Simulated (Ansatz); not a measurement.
Geometry optimisation, RKS PBE-D4/def2-SVP in Ansatz 0.2.0.

Input:

```yaml
crystal:
  periodic: [false, false, false]
  atoms:
    - { symbol: Ga, position_ang: [0.0, 0.0, 0.0] }
    - { symbol: "N", position_ang: [0.0, 0.0, 2.28] }
    - { symbol: H, position_ang: [-0.877, -0.2713, 2.81] }
    - { symbol: H, position_ang: [0.877, 0.2713, 2.81] }
    - { symbol: Cl, position_ang: [1.9398, 0.0, -1.12] }
    - { symbol: H, position_ang: [-1.3596, 0.0, -0.785] }
    - { symbol: O, position_ang: [0.4396, -1.9341, 0.659] }
    - { symbol: Al, position_ang: [-0.4235, -3.4061, 0.1525] }
    - { symbol: H, position_ang: [0.3797, -4.6756, -0.268] }
    - { symbol: H, position_ang: [-1.9832, -3.4267, 0.1292] }
    - { symbol: H, position_ang: [0.2823, -1.2421, 1.8185] }
basis:
  gaussian: { orbitals: def2-SVP }
hamiltonian:
  xc: pbe
  dispersion: d4
relax:
  f_tol: 0.15
  max_steps: 25
  restrain:
    - { distance: [0, 6], at: 1.79, k: 30.0 }
    - { distance: [10, 1], at: 1.06, k: 30.0 }
    - { distance: [0, 1], at: 3.13, k: 30.0 }
    - { distance: [10, 6], at: 2.21, k: 30.0 }
```

Command:

```bash
$ ansatz run input.yaml --threads 4 --pin off --max-ram 5120MiB --backend cpu --events-out ev --progress --plain --runs-dir out
```

Q: Where does it end, and by what steps?

A: The forces met the threshold. The restraints hold the end off the free minimum; the threshold counts their pulls, which the force column leaves out. Restrained pairs: Ga1–O7 (2.09 → 1.80 Å), N2–H11 (1.35 → 1.04 Å), Ga1–N2 (2.28 → 3.11 Å), O7–H11 (1.36 → 2.22 Å). After 14 steps the energy has fallen by 1.089 eV (the restraints' own energy left out); H9 moved furthest, 1.13 Å.

```json
{"step": "0", "energy less start (eV)": "0.0000", "largest force component (eV/Å)": "2.312", "accepted": "yes"}
{"step": "1", "energy less start (eV)": "-0.1424", "largest force component (eV/Å)": "4.066", "accepted": "yes"}
{"step": "2", "energy less start (eV)": "-0.3259", "largest force component (eV/Å)": "3.210", "accepted": "yes"}
{"step": "3", "energy less start (eV)": "-0.5264", "largest force component (eV/Å)": "2.232", "accepted": "yes"}
{"step": "4", "energy less start (eV)": "-0.7491", "largest force component (eV/Å)": "2.361", "accepted": "yes"}
{"step": "5", "energy less start (eV)": "-0.9277", "largest force component (eV/Å)": "1.934", "accepted": "yes"}
{"step": "6", "energy less start (eV)": "-1.0011", "largest force component (eV/Å)": "0.608", "accepted": "yes"}
{"step": "7", "energy less start (eV)": "-1.0260", "largest force component (eV/Å)": "0.758", "accepted": "yes"}
{"step": "8", "energy less start (eV)": "-1.0329", "largest force component (eV/Å)": "0.611", "accepted": "yes"}
{"step": "9", "energy less start (eV)": "-1.0361", "largest force component (eV/Å)": "0.559", "accepted": "yes"}
{"step": "10", "energy less start (eV)": "-1.0554", "largest force component (eV/Å)": "0.790", "accepted": "yes"}
{"step": "11", "energy less start (eV)": "-1.0580", "largest force component (eV/Å)": "0.967", "accepted": "yes"}
{"step": "12", "energy less start (eV)": "-1.0608", "largest force component (eV/Å)": "0.882", "accepted": "yes"}
{"step": "13", "energy less start (eV)": "-1.0791", "largest force component (eV/Å)": "0.801", "accepted": "yes"}
{"step": "14", "energy less start (eV)": "-1.0891", "largest force component (eV/Å)": "0.750", "accepted": "yes"}
```

```xyz
11
Properties=species:S:1:pos:R:3
Ga -0.081 -0.313 -0.574
N 0.197 -0.133 2.518
H -0.546 -0.210 3.223
H 1.051 0.182 2.995
Cl 1.834 0.536 -1.138
H -1.427 0.389 -0.928
O 0.070 -1.961 0.125
Al -0.555 -3.560 0.049
H 0.262 -4.679 0.852
H -1.907 -3.846 -0.775
H 0.378 -1.089 2.139
```

Time of the run: 26 s on 4 threads of Arm Neoverse V1, with other jobs on the host, peak memory 0.19 GiB.
